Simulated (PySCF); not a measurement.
C₂H₅O₂, charge +1.

```xyz
9

C     -1.4090     0.1513     0.0891
C      0.0545    -0.0211    -0.0105
O      0.5501    -0.4054    -1.1211
O      0.8815     0.2196     0.9425
H     -1.6428     1.2005    -0.1755
H     -1.9150    -0.4996    -0.6364
H     -1.7697    -0.0399     1.1099
H      1.5304    -0.4657    -1.1210
H      0.4718     0.5098     1.7807
```
Charge +1, spin multiplicity 1.

Geometry: B3LYP-D3(BJ)/def2-SVP. The isomer is the one that the SMILES or the coordinates give; other isomers of the formula were not compared. The values are those of a single conformer.

Calculation: PBE0/pcSseg-1 run with PySCF. Non-relativistic, no solvent.

Computed absolute GIAO shielding of each atom: isotropic value and principal components (ppm):
```tsv
atom	σ(iso)	σ11	σ22	σ33	span
C1	161.6	143.8	150.2	190.9	47.1
C2	-18.1	-103.5	-38.3	87.5	191.0
O3	88.5	-75.1	113.1	227.6	302.7
O4	75.6	-128.2	147.6	207.5	335.7
H5	27.7	24.6	24.8	33.7	9.0
H6	27.6	23.4	26.0	33.6	10.1
H7	28.4	24.5	26.8	34.0	9.5
H8	22.0	17.8	19.1	29.3	11.4
H9	21.9	17.9	20.2	27.5	9.6
```
